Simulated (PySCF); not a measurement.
Worked example: entropy of an ideal gas

CH₅S, SMILES C[SH2+], charge +1.

Geometry: PBE-D3(BJ)/def2-TZVP. The isomer is the one that the SMILES or the coordinates give; other isomers of the formula were not compared.

PBE-D3(BJ)/def2-TZVP (PySCF 2.14.0) gives the harmonic wavenumbers 241, 637, 727, 760, 1021, 1073, 1159, 1316, 1405, 1406, 2546, 2556, 3003, 3102, 3130 cm⁻¹ and the rotational temperatures 3.5576, 0.5860, 0.5804 K. The molar mass is 49.11 g/mol, the symmetry number 1, the spin multiplicity 1.

Problem. Work out the entropy at 298.15 K and 1 atm in the rigid-rotor, harmonic-oscillator model.

Solution. 
Translation (Sackur–Tetrode at 1 atm): S = R[1.5 ln M + 2.5 ln T − 1.16487] = 157.3 J/(mol K).
Rotation: q = (√π/σ) T^1.5/√(θA θB θC) = 8300, S = R[ln q + 3/2] = 87.5 J/(mol K).
Vibration: with u = 1.4388 ν/T, each mode gives R[u/(e^u − 1) − ln(1 − e^−u)]:
```json
[
 {"ν (cm⁻¹)": "241", "modes": "1", "u": "1.16", "S (J/(mol K))": "7.51"},
 {"ν (cm⁻¹)": "637", "modes": "1", "u": "3.07", "S (J/(mol K))": "1.63"},
 {"ν (cm⁻¹)": "727", "modes": "1", "u": "3.51", "S (J/(mol K))": "1.15"},
 {"ν (cm⁻¹)": "760", "modes": "1", "u": "3.67", "S (J/(mol K))": "1.01"},
 {"ν (cm⁻¹)": "1021", "modes": "1", "u": "4.93", "S (J/(mol K))": "0.36"},
 {"ν (cm⁻¹)": "1073", "modes": "1", "u": "5.18", "S (J/(mol K))": "0.29"},
 {"ν (cm⁻¹)": "1159", "modes": "1", "u": "5.59", "S (J/(mol K))": "0.20"},
 {"ν (cm⁻¹)": "1316", "modes": "1", "u": "6.35", "S (J/(mol K))": "0.11"},
 {"ν (cm⁻¹)": "1405", "modes": "1", "u": "6.78", "S (J/(mol K))": "0.07"},
 {"ν (cm⁻¹)": "1406", "modes": "1", "u": "6.78", "S (J/(mol K))": "0.07"}
]
```
The stiffer modes add less than 0.005 each. Sum 12.4 J/(mol K).
Spin: R ln 1 = 0.0 J/(mol K).
Total 257.2 J/(mol K); the program's own thermochemistry gives 257.2. Translation makes up 61 % and vibration 5 %. Anharmonicity, hindered rotation and orbital degeneracy are left out.
